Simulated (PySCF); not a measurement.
Species: GeH₉NSi₂.
Numbering: `[SiH3:1][N:2]([SiH3:3])[GeH3:4]` (hydrogens: H5, H6, H7 on Si1; H8, H9, H10 on Si3; H11, H12, H13 on Ge4)

Level of theory: PBE0-D3(BJ)/def2-SVP geometry optimisation, gas phase in PySCF 2.14.0.

**Question.** Give the optimised bond lengths and angles.

**Answer.** 
```csv
bond,length (bohr)
"Si1–N2, N2–Si3",3.309
N2–Ge4,3.516
Si1–H5 and 5 like bonds,2.827
"Ge4–H11, Ge4–H12, Ge4–H13",2.909
```

Bonds in one row agree within 0.02 bohr and their mean is given. A selection of angles:
```csv
angle,degrees
N2–Si1–H5,109.0
N2–Si1–H6,113.0
H5–Si1–H6,108.0
H5–Si1–H7,110.1
Si1–N2–Si3,121.1
Si1–N2–Ge4,119.0
N2–Ge4–H11,110.8
N2–Ge4–H12,107.4
H11–Ge4–H12,109.8
H12–Ge4–H13,111.6
```

N2 (nitrogen bridging silicon atoms) is almost planar (angles 121.1°, 119.0° and 119.0°, sum 359.1°, 0.10 Å off the plane of its three neighbours). Ge4 (germanium bonded to N and 3 H) is tetrahedral (angles from 107.4° to 111.6°). Si1 (SiH3 silicon) is distorted tetrahedral (angles from 107.6° to 113.0°).

Point group: Cs (every atom within 0.08 Å of its image). Whether it is a minimum is left open (no frequencies).
